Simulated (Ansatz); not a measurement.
Ansatz (a first-principles code) input (B3LYP/STO-3G):

Ansatz 0.2 input:
```yaml
crystal:
  periodic: [false, false, false]
  atoms:
    - {symbol: Sn, position_ang: [-0.00000000, -0.00000000, -0.25264832]}
    - {symbol: O, position_ang: [0.00000000, 0.00000000, 1.57905201]}
basis:
  gaussian:
    orbitals: STO-3G
hamiltonian:
  xc: {name: B3LYP}
total_charge: 1
magnetization: {spin_polarized: true, initial_magnetization: 1}
```

Output:

```
WARN ansatz: RAYON_NUM_THREADS=1 ignored (pool sized by the plan → 1); use --threads N
Functional definition: B3LYP
integrals: 0.01 GiB planned
432 factors; integrals over basis functions are off by at most 3.0e-5 eV
mean field: 0.16 GiB planned
mean field evaluation 1: about -164311.4552 eV, gradient 3.7e1 eV
mean field evaluation 2: about -164151.8566 eV, gradient 9.9e1 eV
mean field evaluation 4: about -164304.1869 eV, gradient 7.6e1 eV
mean field evaluation 8: about -164335.1950 eV, gradient 2.1e-1 eV
mean field evaluation 16: about -164335.1920 eV, gradient 4.1e-4 eV
mean field -164335.19195082 eV, -6039.2069137990 hartree, gradient 9.8e-6 eV, S^2 0.769798; 1 other end points of the search recorded, 0 dependent functions left out
reference -164335.19207046 eV, -6039.2069181954 hartree; 29, 28 occupied and 3, 4 virtual orbitals, 432 factors
Total energy: -164335.19207046 eV, -6039.2069181954 hartree
```

The dipole moment of an ion depends on the origin.
